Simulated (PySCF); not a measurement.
**UHF on Dy⁺ (dysprosium, charge +1)**

Configuration: [Xe] 4f10 6p1, one real determinant (an excited configuration). All numbers are calculated (PySCF 2.14, the spin-free X2C one-electron Hamiltonian (Gaussian nucleus), in x2c-TZVPPall with one added diffuse shell each of s, p, d, f type (12s8p8d5f2g, 129 functions)).

| Item | Value |
| --- | --- |
| Total energy | -12152.036010 hartree |
| One-electron energy | -16634.5821 hartree |
| Hartree (Coulomb) energy | 4745.3685 hartree |
| Exchange energy | -262.8223 hartree |
| ⟨S²⟩ | 8.7574 |
| ⟨L²⟩ | 36.026 |
| Sum of ⟨r⟩ | 40.56 bohr |
| Sum of ⟨r²⟩ | 66.14 bohr² |
| Traceless quadrupole moment −½Σ⟨3z² − r²⟩ along its main axis | -11.2 e·bohr² |
| Langevin diamagnetic susceptibility | -52.4 ×10⁻⁶ cm³/mol |

```
shell  electrons  mean orbital energy (eV)  spread (eV)  rms radius, mean of both spins (bohr)
 1s α          1                  -54061.7            0                                 0.0240
 1s β          1                  -54061.7            0                                 0.0240
 2s α          1                   -9132.4            0                                 0.0970
 2s β          1                   -9132.3            0                                 0.0970
 2p α          3                   -8113.0        0.068                                 0.0874
 2p β          3                   -8112.9        0.056                                 0.0874
 3s α          1                   -2092.1            0                                  0.250
 3s β          1                   -2089.3            0                                  0.250
 3p α          3                   -1771.9        0.375                                  0.250
 3p β          3                   -1768.7        0.182                                  0.250
 3d α          5                   -1351.5        0.457                                  0.230
 3d β          5                   -1348.1        0.521                                  0.230
 4s α          1                   -447.69            0                                  0.564
 4s β          1                   -440.47            0                                  0.564
 4p α          3                   -339.80        0.617                                  0.599
 4p β          3                   -331.80        0.136                                  0.599
 4d α          5                   -188.77        0.965                                  0.660
 4d β          5                   -178.43        1.936                                  0.660
 5s α          1                   -68.572            0                                   1.41
 5s β          1                   -65.885            0                                   1.41
 5p α          3                   -40.192        0.260                                   1.66
 5p β          3                   -38.176        0.265                                   1.66
 4f α          7                   -22.695        1.333                                  0.953
 4f β          3                   -18.442        0.256                                  0.953
 6p α          1                    -7.777            0                                   5.32
```

⟨L²⟩ = 36.03 against 56 for a pure K term, so this real determinant mixes terms. Spin-orbit coupling, absent here, splits the open shell strongly.

Densities and radii are taken from the X2C orbitals without a picture-change correction, which distorts them close to the nucleus.

Spin-orbit constants ζ (cm⁻¹) from the X2C one-electron operator on these orbitals: bare nucleus, nucleus screened by l(l+1)(2l+1)/3 electrons, and screened by the Breit-Pauli mean field of the electrons.

```csv
shell,bare,screened nucleus,mean field
2p,4126000,4001000,n/a
3p,865200,839000,n/a
3d,135300,114800,n/a
4p,190200,184500,n/a
4d,24930,21150,n/a
4f,3565,2052,n/a
5p,23320,22610,n/a
6p,1294,1254,n/a
```

To first order the Landé constant is A = -316.0 cm⁻¹, so the lowest level has J = 19/2 and lies 0.686 eV below the centre of the term. This holds in LS coupling only.
